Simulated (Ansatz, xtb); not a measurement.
Isomers of C4H7Br in order of energy

3 gas-phase structures of C4H7Br, from a drawn sample of its isomers (lower ones may exist). Each was relaxed with GFN2-xTB:

A. `C[C@@H]1C[C@@H]1Br`, a singlet
B. `C[C@@H]1C[C@H]1Br`, a singlet
C. `CC1(Br)CC1`, a singlet

Make a reasoned guess at their ranking by r2SCAN-D4/def2-SVP//GFN2-xTB single-point energy.

Calculated order at r2SCAN-D4/def2-SVP//GFN2-xTB: C (0.000), B (0.063), A (0.070) eV. Less than 1 kcal/mol parts B and A, so the order within that pair means little.

Energies above the lowest of each column, in eV; the last columns are at r2SCAN-D4/def2-SVP geometries:

```tsv
structure	GFN2-xTB	HF/STO-3G	r2SCAN-D4/def2-SVP//GFN2-xTB	r2SCAN-D4/def2-SVP	CCSD(T)/def2-SVP + ΔMP2/def2-TZVPP
C	0.000	0.036	0.000	0.000	0.000
B	0.023	0.000	0.063	0.059	0.071
A	0.042	0.021	0.070	0.066	0.088
```

CCSD(T)/def2-SVP + ΔMP2/def2-TZVPP puts C lowest; HF/STO-3G picks B. ΔMP2 is the change of the MP2 energy from the smaller to the larger basis.

Programs: Ansatz 0.2.0, xtb 6.7.1.
